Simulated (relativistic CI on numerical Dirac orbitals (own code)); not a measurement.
A reference radial Dirac CI calculation of Sn gave the lowest total energy -6168.76536 Ha in 23 SCF steps, from this input:

```
atom Sn  Z=50  charge=0  electrons=50
nucleus A=120  rms_radius_fm=4.6519
hamiltonian dirac-coulomb  breit=on  qed=on  c_scale=1
orbitals kli  potential=per-configuration
slater_scale 1
correlation none
mixing on
grid step=0.0125 r_max=201.2
scf mixing=0.4 start=green max_iterations=150 tolerance=2e-08 node_fill=0.05
configurations
  [Kr] 4d10 5s2 5p2
  [Kr] 4d10 5s2 5p 5d
end
```

One setting was then changed (and the iteration limit cut to 98), and the output read:

```
SCF 1: [Kr] 4d10 5s2 5p2
 iter      energy (Ha)   residual   last orbital (Ha)
    1     -6173.415140   9.08e-01     -0.24261
    2     -6175.741262   3.68e-01     -0.20837
    3     -6176.050811   1.56e-01     -0.22185
    4     -6176.104209   1.88e-02     -0.23566
    5     -6176.104547   2.66e-03     -0.23552
    6     -6176.104946   2.75e-03     -0.23728
    7     -6176.104747   9.15e-05     -0.23690
    8     -6176.104751   9.37e-06     -0.23689
    9     -6176.104751   6.77e-06     -0.23689
   10     -6176.104751   6.07e-08     -0.23689
   11     -6176.104751   1.83e-08     -0.23689
   12     -6176.104751   4.80e-10     -0.23689
   13     -6176.104751   2.91e-10     -0.23689
   14     -6176.104751   9.95e-11     -0.23689
   15     -6176.104751   1.60e-11     -0.23689
   16     -6176.104751   2.38e-12     -0.23689
   17     -6176.104751   1.68e-12     -0.23689
   18     -6176.104751   3.11e-13     -0.23689
   19     -6176.104751   1.96e-13     -0.23689
   20     -6176.104751   1.25e-13     -0.23689
   21     -6176.104751   3.74e-14     -0.23689
   22     -6176.104751   5.27e-14     -0.23689
   23     -6176.104751   6.55e-14     -0.23689
   24     -6176.104751   4.28e-14     -0.23689
   25     -6176.104751   5.77e-14     -0.23689
   26     -6176.104751   7.13e-14     -0.23689
   27     -6176.104751   2.90e-14     -0.23689
   28     -6176.104751   2.10e-14     -0.23689
      ... 136 steps not shown
SCF 2: [Kr] 4d10 5s2 5p 5d
 iter      energy (Ha)   residual   last orbital (Ha)
   87     -6175.928357   1.16e-13     -0.05794
   88     -6175.928357   2.58e-14     -0.05794
   89     -6175.928357   3.27e-14     -0.05794
   90     -6175.928357   3.56e-13     -0.05794
   91     -6175.928357   1.60e-13     -0.05794
   92     -6175.928357   5.56e-14     -0.05794
   93     -6175.928357   2.87e-13     -0.05794
   94     -6175.928357   3.84e-13     -0.05794
   95     -6175.928357   2.56e-13     -0.05794
   96     -6175.928357   2.27e-13     -0.05794
   97     -6175.928357   3.50e-13     -0.05794
   98     -6175.928357   1.61e-14     -0.05794
error: SCF of 1s2 2s2 2p6 3s2 3p6 3d10 4s2 4p6 4d10 5s2 5p 5d did not converge
end: not converged
```

(1) Which setting was changed?
A. Breit term
B. configuration list
C. SCF tolerance
D. charge

Results:

(1) C. The SCF tolerance 1e-14. This setting is bad on purpose; its numbers may not be properties of the ion.
